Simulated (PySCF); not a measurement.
## Bonding in `C=C[C@@](F)(C#CC)COC`

Compound: C₈H₁₁FO.
Atom-mapped SMILES: `[CH2:1]=[CH:2][C@@:3]([F:4])([C:5]#[C:6][CH3:7])[CH2:8][O:9][CH3:10]` (hydrogens: H11, H12 on C1; H13 on C2; H14, H15, H16 on C7; H17, H18 on C8; H19, H20, H21 on C10)

Geometry (GFN2-xTB, Å), atoms numbered from 1 in this order:
```xyz
21
C8H11FO angstrom
C     -0.9764    2.9367   -0.0132
C     -0.6907    1.6861    0.2898
C     -0.1489    0.6775   -0.6876
F     -0.0793    1.2286   -1.9691
C      1.1865    0.2654   -0.2793
C      2.3017   -0.0495    0.0276
C      3.6372   -0.4351    0.4192
C     -1.0931   -0.5357   -0.7995
O     -1.2666   -1.1080    0.4701
C     -2.1072   -2.2325    0.4465
H     -0.8299    3.3245   -1.0076
H     -1.3635    3.6196    0.7230
H     -0.8278    1.2733    1.2781
H      3.9231    0.0888    1.3307
H      4.3401   -0.1779   -0.3723
H      3.6793   -1.5091    0.5969
H     -0.6591   -1.2633   -1.5039
H     -2.0552   -0.1865   -1.2089
H     -2.1781   -2.5874    1.4723
H     -3.1078   -1.9729    0.0787
H     -1.6932   -3.0257   -0.1883
```

Bond orders from the PBE0/pcSseg-1 density (PySCF). Isolated species at its GFN2-xTB geometry (one conformer only).

Task: Where do the orders between heavy atoms depart from those drawn in the SMILES?

Result: The largest departure is 0.400, at C5–C6 (drawn triple, 2.600). Drawn single, order above 1.12: C6–C7 (1.226). Drawn single, order below 0.88: C3–F4 (0.874). Drawn double or triple, more than 0.30 short of the drawn order: C5–C6 (2.600).

Task: Give the Mayer order of every bond, beside its length.

Result: 
```csv
bond,drawn as,length (Å),Mayer order
C1–C2,double,1.318,1.983
C2–C3,single,1.505,1.008
C3–F4,single,1.397,0.874
C3–C5,single,1.456,0.908
C5–C6,triple,1.199,2.600
C6–C7,single,1.444,1.226
C3–C8,single,1.541,1.034
C8–O9,single,1.403,0.931
O9–C10,single,1.404,0.930
C1–H11,single,1.077,0.950
C1–H12,single,1.076,0.953
C2–H13,single,1.080,0.943
C7–H14,single,1.090,0.925
C7–H15,single,1.089,0.925
C7–H16,single,1.089,0.925
C8–H17,single,1.102,0.930
C8–H18,single,1.102,0.936
C10–H19,single,1.088,0.974
C10–H20,single,1.097,0.959
C10–H21,single,1.097,0.959
```

Bonds between the same two heavy elements. C–C: lowest C3–C5 (0.908, 1.456 Å), highest C5–C6 (2.600, 1.199 Å); in 3 of the 15 pairs the longer bond (by over 0.003 Å) has the higher order (by 0.02 or more). C–O: all 2 within 0.02 of one another (0.930 to 0.931).

Task: Sum the orders of all bonds at each heavy atom with more than one neighbour and set the sums beside the valence in the SMILES.

Result: C1 3.886 (drawn 4), C2 3.934 (drawn 4), C3 3.824 (drawn 4), C5 3.508 (drawn 4), C6 3.826 (drawn 4), C7 4.001 (drawn 4), C8 3.831 (drawn 4), O9 1.861 (drawn 2), C10 3.822 (drawn 4). Orders between atoms that aren't bonded are not in these sums.

Mayer orders depend on the basis set.
